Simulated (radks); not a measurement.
Coherent X-ray form factor from a spherical all-electron density. All-electron calculation, Dirac Kohn-Sham, BLYP, spin-unpolarised, spherical densities, point nucleus. Program: a radial shooting solver on a logarithmic mesh with Libxc functionals.

sin(theta)/lambda (1/angstrom)  f0 (electrons)
0.05                                    76.902
0.1                                     74.038
0.15                                    70.257
0.2                                     66.220
0.25                                    62.265
0.3                                     58.534
0.4                                     51.895
0.5                                     46.307
0.6                                     41.578
0.8                                     33.918
1                                       27.923
1.25                                    22.357
1.5                                     18.654
2                                       14.600

The species is in the configuration that NIST lists as its ground one. Which atom or ion scatters so?

Answer. Neutral platinum, [Xe] 4f14 5d9 6s1. Extrapolating in s^2 from the first two rows gives f0(0) = 77.9, near the electron count 78; among species with that count, the fall with angle is slower the higher Z, and the table is that of Z = 78; from so few rows the species is fixed only to a neighbour or two.
